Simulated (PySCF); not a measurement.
Excitation energy of Ar²⁺ by level of theory

Ar²⁺ [Ne] 3s2 3p4 (3P) → Ar²⁺ [Ne] 3s2 3p3 4s1 (5S), as a difference of total energies. Calculation: PySCF 2.14, in dyall-av3z (19s12p3d2f, 84 functions); scalar relativity by spin-free X2C-1e. Correlated levels: valence: [Ne] frozen; virtual orbitals above 40 to 60 times the deepest correlated orbital energy dropped. The calculations carry no spin-orbit coupling.

```tsv
method	excitation energy (eV)
UHF	20.849
MP2 (valence)	21.180
SCS-MP2 (valence)	21.434
CCSD (valence)	21.301
CCSD(T) (valence)	21.289
```

Problem. How much does correlation contribute at CCSD(T) (valence)?

Solution. 21.289 − (20.849) = 0.440 eV, measured against UHF.

A first-order spin-orbit estimate (lowest level to lowest level, LS coupling) adds 0.063 eV.

The promoted electron is Rydberg-like, and one or two diffuse shells describe it only roughly, which tends to raise the upper state.
